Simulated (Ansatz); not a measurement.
Species: sum formula BN$_{2}$H$_{4}$Br, charge 0, multiplicity 1. SMILES: BrB(N)N
Geometry from a B3LYP-D3(BJ)/def2-TZVP (Ansatz, an electronic-structure program) optimisation:
```xyz
8

N      1.2961    -1.5500     0.2936
B      0.0337    -0.9635     0.1149
N     -1.1839    -1.6610     0.0892
Br    -0.0346     0.9913    -0.1182
H      2.1410    -1.0087     0.3048
H      1.4346    -2.5379     0.4205
H     -2.0640    -1.1969    -0.0418
H     -1.2530    -2.6582     0.1990
```

Computed values are from Ansatz. Correlated levels leave the core frozen unless marked. Open shells are spin-unrestricted. No spin-orbit coupling. The frozen core is the preceding noble-gas configuration, with the filled d and f shells of earlier blocks. No relativistic terms. CBS marks a two-point X^-3 extrapolation of the correlation energy; Hartree-Fock from the larger set.

```
Item                                                                   Value
---------------------  -----------------------------------------------------
atomisation energy De  2940.8 kJ/mol at CCSD(T)/CBS(aug-cc-pVTZ,aug-cc-pVQZ)
total energy           -2709.4155 Eh at CCSD(T)/CBS(aug-cc-pVTZ,aug-cc-pVQZ)
dipole moment                                  3.05 D at CCSD(T)/aug-cc-pVDZ
T1 diagnostic                                      0.010 at CCSD/aug-cc-pVQZ
```
